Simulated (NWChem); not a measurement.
System: C2H6OSi; SMILES C(=O)(C)[SiH3]

The following NWChem deck was run.

```
start job
memory heap 200 mb stack 900 mb global 1100 mb
geometry units angstroms noautosym nocenter noautoz
  C     -1.068579     1.450562     0.000000
  C      0.139094     0.552839     0.000000
  O      1.269155     0.985089     0.000000
  Si    -0.043709    -1.384354     0.000000
  H     -1.694413     1.239954     0.883215
  H     -1.694413     1.239954    -0.883215
  H     -0.757116     2.504703     0.000000
  H      0.642923    -1.899958    -1.219651
  H      0.642923    -1.899958     1.219651
  H     -1.470172    -1.835815     0.000000
end
basis spherical
  * library def2-svp
end
dft
  xc pbe0
  iterations 150
end
cosmo
  do_cosmo_smd true
  solvent toluene
end
task dft energy
```

The geometry was optimised at PBE0/def2-SVP. Solvent: toluene.

Level: PBE0/def2-SVP with SMD (1 M gas to 1 M solution), gas-phase geometry. Reactions with the solvent are ignored.

Q: What results follow from this input? (PBE0/def2-SVP, SMD on the gas-phase geometry.) Quantities: solvation free energy (kcal/mol); cavity-dispersion-structure term (kcal/mol); dipole in solution (D).

A: 
```
Property                                     Value
-------------------------------------------  -----
solvation free energy (kcal/mol)              -3.1
cavity-dispersion-structure term (kcal/mol)   -1.3
dipole in solution (D)                        2.70
```
